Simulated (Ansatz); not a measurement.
One change: `O[SiH](Cl)[GeH2][Cl]` becomes `O=C[SiH](O)Cl`.

Ansatz, PBE0-D4/def2-TZVP geometries, multiplicity 1. Each molecule was computed in one conformer, which needn't be the lowest.

Scalar relativity is left out up to krypton.

```
                                        property  `O[SiH](Cl)[GeH2][Cl]`
           HOMO energy (ωB97M-V/def2-TZVPP) / eV                  -10.18
              HOMO energy (PBE0/def2-TZVPP) / eV                   -8.14
size of the dipole moment (B3LYP/def2-TZVPP) / D                    1.62
           HOMO–LUMO gap (B3LYP/def2-TZVPP) / eV                    6.55
         HOMO–LUMO gap (ωB97M-V/def2-TZVPP) / eV                   10.84
             LUMO energy (B3LYP/def2-TZVPP) / eV                   -1.39
```

Question: What does the change do to each property? (Best estimate.)

Answer: The calculation gave: 
```json
{"property": "HOMO energy (ωB97M-V/def2-TZVPP) / eV", "`O=C[SiH](O)Cl`": "-9.84", "shift": "0.34"}
{"property": "HOMO energy (PBE0/def2-TZVPP) / eV", "`O=C[SiH](O)Cl`": "-7.55", "shift": "0.59"}
{"property": "size of the dipole moment (B3LYP/def2-TZVPP) / D", "`O=C[SiH](O)Cl`": "1.35", "shift": "-0.27"}
{"property": "HOMO–LUMO gap (B3LYP/def2-TZVPP) / eV", "`O=C[SiH](O)Cl`": "4.99", "shift": "-1.56"}
{"property": "HOMO–LUMO gap (ωB97M-V/def2-TZVPP) / eV", "`O=C[SiH](O)Cl`": "10.04", "shift": "-0.80"}
{"property": "LUMO energy (B3LYP/def2-TZVPP) / eV", "`O=C[SiH](O)Cl`": "-2.36", "shift": "-0.97"}
```

With PBE0 the HOMO rises by 0.59 eV and the LUMO falls by 0.92 eV, so the gap narrows by about 1.51 eV. PBE moves the HOMO by 0.86 eV and ωB97M-V by 0.34 eV. The zero-point energy changes by 1.7 kJ/mol with -3 modes. Dipoles are sizes alone; their direction can turn.

Positive LUMOs are unbound, so they and the gaps depend on the basis.

B3LYP here is the variant with VWN-RPA as its local correlation; programs differ in this.
